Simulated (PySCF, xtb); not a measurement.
dichloro(silylmethyl)silane (CH6Cl2Si2), SMILES [SiH3]C[SiH](Cl)Cl.

GFN2-xTB (xtb) at its own geometry gives an orbital gap of 5.65 eV and a dipole moment of 2.18 D.

Geometry: PBE0-D3(BJ)/def2-SVP. A frequency run showed that this geometry is not a minimum. One conformer was computed; it need not be the lowest.

What does PBE/def2-TZVP (PySCF) give? (The exact figures need the calculation; the answer reports its results.)

gap 6.87 eV (levels -7.51 and -0.64 eV), dipole 2.00 D.
